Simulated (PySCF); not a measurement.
C₃H₈BF (SMILES CC(C)BF), singlet, geometry from GFN2-xTB; DF-PBE/pcseg-1 (PySCF).

The PySCF input:
```python
from pyscf import gto, scf, dft

mol = gto.M(
    atom='''
B     0.408973   -0.584424    0.950834
F     0.418039    0.246912    1.971236
H     0.575514   -1.718451    1.210492
C     0.237699   -0.007873   -0.516674
C    -0.625764    1.260489   -0.573626
C    -0.265792   -1.037079   -1.534918
H     1.252083    0.284444   -0.829908
H    -0.612944    1.689982   -1.573615
H    -1.656331    1.025158   -0.316297
H    -0.259857    2.004714    0.129019
H     0.371675   -1.917431   -1.539596
H    -0.276604   -0.612056   -2.536732
H    -1.277607   -1.349665   -1.287346
''',
    basis='pcseg-1',
    charge=0,
    spin=0,
    verbose=4,
    max_memory=1800,
)

mf = dft.RKS(mol)
mf.xc = 'pbe'
mf = mf.density_fit(auxbasis='def2-universal-jkfit')
mf.kernel()
```

The log (banner, timings and long lists left out):

```
PySCF version 2.14.0

[INPUT] verbose = 4
[INPUT] num. atoms = 13
[INPUT] num. electrons = 40
[INPUT] charge = 0
[INPUT] spin (= nelec alpha-beta = 2S) = 0
[INPUT] symmetry False subgroup None
[INPUT] Mole.unit = angstrom
[INPUT] Symbol           X                Y                Z      unit          X                Y                Z       unit  Magmom
[INPUT]  1 B      0.408973000000  -0.584424000000   0.950834000000 AA    0.772846962342  -1.104401300623   1.796815849925 Bohr   0.0
[INPUT]  2 F      0.418039000000   0.246912000000   1.971236000000 AA    0.789979219387   0.466596056869   3.725096166883 Bohr   0.0
[INPUT]  3 H      0.575514000000  -1.718451000000   1.210492000000 AA    1.087563840853  -3.247401748485   2.287498355977 Bohr   0.0
[INPUT]  4 C      0.237699000000  -0.007873000000  -0.516674000000 AA    0.449186010083  -0.014877813779  -0.976372355684 Bohr   0.0
[INPUT]  5 C     -0.625764000000   1.260489000000  -0.573626000000 AA   -1.182522578612   2.381978993027  -1.083996037930 Bohr   0.0
[INPUT]  6 C     -0.265792000000  -1.037079000000  -1.534918000000 AA   -0.502274086100  -1.959795279538  -2.900574643665 Bohr   0.0
[INPUT]  7 H      1.252083000000   0.284444000000  -0.829908000000 AA    2.366093955224   0.537521257776  -1.568298828586 Bohr   0.0
[INPUT]  8 H     -0.612944000000   1.689982000000  -1.573615000000 AA   -1.158296289695   3.193603135445  -2.973701375507 Bohr   0.0
[INPUT]  9 H     -1.656331000000   1.025158000000  -0.316297000000 AA   -3.130011961627   1.937267854407  -0.597714704022 Bohr   0.0
[INPUT] 10 H     -0.259857000000   2.004714000000   0.129019000000 AA   -0.491058561551   3.788360418081   0.243810574865 Bohr   0.0
[INPUT] 11 H      0.371675000000  -1.917431000000  -1.539596000000 AA    0.702363957348  -3.623419452751  -2.909414782476 Bohr   0.0
[INPUT] 12 H     -0.276604000000  -0.612056000000  -2.536732000000 AA   -0.522705804959  -1.156618212897  -4.793728731420 Bohr   0.0
[INPUT] 13 H     -1.277607000000  -1.349665000000  -1.287346000000 AA   -2.414327324827  -2.550497209911  -2.432731367554 Bohr   0.0

nuclear repulsion = 169.099615586937
number of shells = 31
number of NR pGTOs = 181
number of NR cGTOs = 110
basis = pcseg-1
ecp = {}

******** <class 'pyscf.df.df_jk.DFRKS'> ********
method = DFRKS
initial guess = minao
damping factor = 0
level_shift factor = 0
DIIS = <class 'pyscf.scf.diis.CDIIS'>
diis_start_cycle = 1
diis_space = 8
diis_damp = 0
SCF conv_tol = 1e-09
SCF conv_tol_grad = None
SCF max_cycles = 50
direct_scf = False
XC library pyscf.dft.libxc version 7.1.2
    S. Lehtola, C. Steigemann, M. J. T. Oliveira, and M. A. L. Marques,  SoftwareX 7, 1–5 (2018)
XC functionals = pbe
    J. P. Perdew, K. Burke, and M. Ernzerhof,  Phys. Rev. Lett. 77, 3865 (1996)
    J. P. Perdew, K. Burke, and M. Ernzerhof,  Phys. Rev. Lett. 78, 1396 (1997)
    J. P. Perdew, K. Burke, and M. Ernzerhof,  Phys. Rev. Lett. 77, 3865 (1996)
    J. P. Perdew, K. Burke, and M. Ernzerhof,  Phys. Rev. Lett. 78, 1396 (1997)
radial grids:
    Treutler-Ahlrichs [JCP 102, 346 (1995); DOI:10.1063/1.469408] (M4) radial grids

becke partition: Becke, JCP 88, 2547 (1988); DOI:10.1063/1.454033
pruning grids: <function nwchem_prune>
grids dens level: 3
symmetrized grids: False
atomic radii adjust function: <function treutler_atomic_radii_adjust>
small_rho_cutoff = 0
Set gradient conv threshold to 3.16228e-05
Initial guess from minao.
tot grids = 149128
init E= -243.614997097554
  HOMO = -0.33981566152958  LUMO = -0.106589518179843  gap/eV = 6.34641
cycle= 1 E= -243.435613458206  delta_E= 0.179  |g|= 0.562  |ddm|= 3.29
  HOMO = -0.181584469457075  LUMO = -0.0226222019939137  gap/eV = 4.32558
cycle= 2 E= -243.310596803871  delta_E= 0.125  |g|= 0.948  |ddm|= 1.52
  HOMO = -0.246603926345681  LUMO = -0.0531899243351202  gap/eV = 5.26306
cycle= 3 E= -243.513828403701  delta_E= -0.203  |g|= 0.0973  |ddm|= 0.96
  HOMO = -0.253733138383048  LUMO = -0.0585666297263043  gap/eV = 5.31075
cycle= 4 E= -243.515477305721  delta_E= -0.00165  |g|= 0.0433  |ddm|= 0.109
  HOMO = -0.253646768067123  LUMO = -0.0591233119624879  gap/eV = 5.29325
cycle= 5 E= -243.515834615093  delta_E= -0.000357  |g|= 0.00688  |ddm|= 0.0422
  HOMO = -0.253477121395292  LUMO = -0.0584288394507091  gap/eV = 5.30753
cycle= 6 E= -243.515845795419  delta_E= -1.12e-05  |g|= 0.00248  |ddm|= 0.01
  HOMO = -0.253428573478947  LUMO = -0.0585466671898556  gap/eV = 5.30301
cycle= 7 E= -243.515847189056  delta_E= -1.39e-06  |g|= 0.000631  |ddm|= 0.0025
  HOMO = -0.253483469103541  LUMO = -0.0585952701968302  gap/eV = 5.30318
cycle= 8 E= -243.515847287393  delta_E= -9.83e-08  |g|= 0.000126  |ddm|= 0.000849
  HOMO = -0.25347191986786  LUMO = -0.0585805070591507  gap/eV = 5.30327
cycle= 9 E= -243.515847291401  delta_E= -4.01e-09  |g|= 2.93e-05  |ddm|= 0.000172
  HOMO = -0.253475730888395  LUMO = -0.0585850534097099  gap/eV = 5.30325
cycle= 10 E= -243.51584729166  delta_E= -2.59e-10  |g|= 6.34e-06  |ddm|= 5.04e-05
  HOMO = -0.253476005462359  LUMO = -0.0585849437145947  gap/eV = 5.30326
Extra cycle  E= -243.515847291657  delta_E= 3.13e-12  |g|= 7.55e-06  |ddm|= 1.87e-05
converged SCF energy = -243.515847291657
```
